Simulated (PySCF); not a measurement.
What does the PBE/def2-SV(P) structure of `C1=C\C=C/C=C\C=C/1` look like in three dimensions?

```
atom  x, y, z in Å
C1    -1.520   -0.743    0.451
C2    -0.526   -1.651    0.285
C3     0.674   -1.528   -0.563
C4     1.588   -0.527   -0.566
C5     1.605    0.682    0.278
C6     0.612    1.591    0.442
C7    -0.725    1.587   -0.181
C8    -1.639    0.586   -0.176
H9    -2.390   -1.055    1.062
H10   -0.657   -2.637    0.773
H11    0.881   -2.403   -1.212
H12    2.476   -0.658   -1.216
H13    2.577    0.904    0.761
H14    0.844    2.488    1.049
H15   -1.035    2.551   -0.631
H16   -2.629    0.806   -0.623
```

Any rigid rotation of these coordinates is as good. Atoms count from 1 in this order. The 8 C–C bonds span 1.356 Å (C3=C4, drawn double) to 1.475 Å (C4–C5, drawn single), a spread of 0.119 Å. The 8-membered ring C1–C2–C3–C4–C5–C6–C7–C8 has internal angles of 127.6° to 127.8°; it is puckered, 0.37 Å rms from its mean plane, widest ring torsion 53°. Of the pairs four or more bonds apart, C4···C8 is among the closest relative to their van der Waals radii: 3.44 Å, 101 % of the sum of Bondi's values.

Bonds between heavy atoms (Å): C1=C2 1.356, C2–C3 1.475, C3=C4 1.356, C4–C5 1.475, C5=C6 1.356, C6–C7 1.475, C7=C8 1.356, C1–C8 1.475.

Computed, not measured: PBE/def2-SV(P) geometry optimisation, gas phase (PySCF).

Point group: D2d (every atom within 0.08 Å of its image). Not checked by PBE/def2-SV(P) frequencies. One conformer, not necessarily the lowest (C1–C2–C3–C4 53°, C3–C4–C5–C6 -53°, C5–C6–C7–C8 53°, C2–C1–C8–C7 -53°).

The run took 52 s of wall time on one thread of an Arm Neoverse V1, no GPU, shared host with 64 logical CPUs at a one-minute load of 53, and the process peaked at 0.56 GiB of memory. That covers the optimisation of the geometry.
